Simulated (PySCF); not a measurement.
## CoCl₂: PBE0 against B3LYP

Base calculation in PySCF with density fitting and no spin–orbit coupling, PBE0/def2-TZVP (no relativity): quartet, D∞h, Co–Cl 2.089 Å (×2); wavenumbers 76 (×2), 353, 509 cm⁻¹; polar-tensor charge of Co 1.13 e, atomisation energy (no zero-point energy) 774 kJ/mol.

Problem. What changes on going to B3LYP/def2-TZVP (no relativity)?

Solution. The point group stays the same. Changes: mean bond to Co +0.011 Å, highest wavenumber -10 cm⁻¹, lowest wavenumber 0 cm⁻¹, polar-tensor charge of Co -0.05 e, atomisation energy (no zero-point energy) -33 kJ/mol. The new structure has Co–Cl 2.100 Å (×2), with wavenumbers 76 (×2), 347, 499 cm⁻¹.

Open d or f shells are single determinants, so the state found may not be the ground state. Only the bonding shown was studied: isomers, or loss of a ligand pair, can lie lower.
